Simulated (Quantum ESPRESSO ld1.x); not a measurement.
ld1.x (Quantum ESPRESSO 7.5) input

```
 &input
    atom='Ta',
    iswitch=1,
    rel=1,
    lsd=1,
    dft='PZ',
    config='[Ar] 3d10 4s1 4p0 5s0',
    verbosity='high',
    prefix='ld1',
    max_out_wfc=37,
    file_charge='ld1.rho',
 /
```

Command: `OMP_NUM_THREADS=1 ld1.x < ld1.in > ld1.out`

It prints (banner and zero overlaps left out):

```
     Program LD1 v.7.5 starts

     --------------------------- All-electron run ----------------------------

     scalar relativistic calculation

     atomic number is 73.00
     dft =PZ   lsd =1 sic =0 latt =0  beta=0.20 tr2=1.0E-14
     Exchange-correlation= PZ
                           (   1   1   0   0   0   0   0)
     mesh =2113 r(mesh) = 100.03704 a.u. xmin = -8.00 dx = 0.00800
     1 Ry =  13.60569312 eV, c = 137.03599908

     n l     nl                  e(Ry)          e(Ha)          e(eV)
     1 0     1S 1( 1.00)   -5108.657763630   -2554.328881815 -69506.8298024
     2 0     2S 1( 1.00)   -1008.045445105    -504.022722553 -13715.1569801
     2 1     2P 1( 3.00)    -903.646551514    -451.823275757 -12294.7376716
     3 0     3S 1( 1.00)    -344.637815618    -172.318907809  -4689.0363579
     3 1     3P 1( 3.00)    -313.439504930    -156.719752465  -4264.5617167
     3 2     3D 1( 5.00)    -278.346371731    -139.173185865  -3787.0953157
     4 0     4S 1( 1.00)    -169.150102487     -84.575051243  -2301.4043862
     4 1     4P 1( 0.00)    -157.207957479     -78.603978739  -2138.9232260
     5 0     5S 1( 0.00)    -100.407649294     -50.203824647  -1366.1156635
     1 0     1S 2( 1.00)   -5108.559448978   -2554.279724489 -69505.4921634
     2 0     2S 2( 1.00)   -1007.984536417    -503.992268208 -13714.3282752
     2 1     2P 2( 3.00)    -903.587543780    -451.793771890 -12293.9348304
     3 0     3S 2( 1.00)    -344.535201240    -172.267600620  -4687.6402181
     3 1     3P 2( 3.00)    -313.332254226    -156.666127113  -4263.1024965
     3 2     3D 2( 5.00)    -278.252740486    -139.126370243  -3785.8213977
     4 0     4S 2( 0.00)    -168.439683790     -84.219841895  -2291.7386474
     4 1     4P 2( 0.00)    -156.490687062     -78.245343531  -2129.1642648
     5 0     5S 2( 0.00)    -100.012547291     -50.006273645  -1360.7400269

     final scf error:  4.6E-15 reached in  17 iterations

     Etot =  -28561.941992 Ry,  -14280.970996 Ha, -388605.017739 eV
     Total magnetization:    1.00 Bohr mag.

     Ekin =   31607.732105 Ry,   15803.866053 Ha,  430045.103340 eV
     Encl =  -65254.203570 Ry,  -32627.101785 Ha, -887828.668754 eV
     Eh   =    5532.913514 Ry,    2766.456757 Ha,   75279.123349 eV
     Exc  =    -448.384042 Ry,    -224.192021 Ha,   -6100.575674 eV
```

Run on one thread of a shared host, so times are rough (Intel(R) Xeon(R) Processor @ 2.60GHz): 0.6 s of CPU time, 1.4 s wall, 17 iterations on 2113 mesh points.
